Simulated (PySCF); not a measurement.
Zr(OH) (HOZr), SMILES [OH][Zr] (connectivity only; charge and spin as stated), neutral, multiplicity 4.

The structure is a stationary point at B3LYP-D3(BJ)/def2-TZVPD. The spin state was assumed, not searched. The def2 effective core potentials stand for the cores of Zr; spin–orbit coupling is left out.

All values below come from TDA-M06-2X/def2-TZVPD run with PySCF.

Vertical excitations. Gas-phase values at a fixed geometry.

```json
[
 {"state": "root 1", "energy (eV)": "0.12", "λ (nm)": "10694", "f": "0.000", "main pairs": "α HOMO−1→LUMO+1 49 %, α HOMO→LUMO+2 25 %, α HOMO−1→LUMO+4 14 %"},
 {"state": "root 2", "energy (eV)": "0.21", "λ (nm)": "5946", "f": "0.000", "main pairs": "α HOMO→LUMO+1 59 %, α HOMO→LUMO+4 19 %, α HOMO→LUMO 11 %"},
 {"state": "root 3", "energy (eV)": "0.38", "λ (nm)": "3259", "f": "0.001", "main pairs": "α HOMO−1→LUMO+2 61 %, α HOMO−1→LUMO+5 20 %, α HOMO→LUMO 15 %"},
 {"state": "root 4", "energy (eV)": "0.40", "λ (nm)": "3110", "f": "0.001", "main pairs": "α HOMO→LUMO+2 49 %, α HOMO−1→LUMO+1 24 %, α HOMO→LUMO+5 16 %, α HOMO−1→LUMO+4 9 %"},
 {"state": "root 5", "energy (eV)": "0.56", "λ (nm)": "2201", "f": "0.000", "main pairs": "α HOMO−1→LUMO 91 %"},
 {"state": "root 6", "energy (eV)": "0.61", "λ (nm)": "2024", "f": "0.000", "main pairs": "α HOMO→LUMO 68 %, α HOMO→LUMO+1 12 %"},
 {"state": "root 7", "energy (eV)": "1.72", "λ (nm)": "723", "f": "0.057", "main pairs": "α HOMO−2→LUMO 56 %, α HOMO−2→LUMO+1 33 %"},
 {"state": "root 8", "energy (eV)": "1.85", "λ (nm)": "672", "f": "0.045", "main pairs": "α HOMO−2→LUMO+2 78 %, α HOMO−2→LUMO+5 16 %"},
 {"state": "root 9", "energy (eV)": "1.87", "λ (nm)": "663", "f": "0.064", "main pairs": "α HOMO−2→LUMO+1 44 %, α HOMO−2→LUMO 39 %, α HOMO−2→LUMO+4 11 %"},
 {"state": "root 10", "energy (eV)": "2.22", "λ (nm)": "559", "f": "0.002", "main pairs": "α HOMO−1→LUMO+4 42 %, α HOMO→LUMO+5 28 %, α HOMO−1→LUMO+1 14 %, α HOMO→LUMO+2 8 %"}
]
```
Unrestricted roots are not spin-pure.
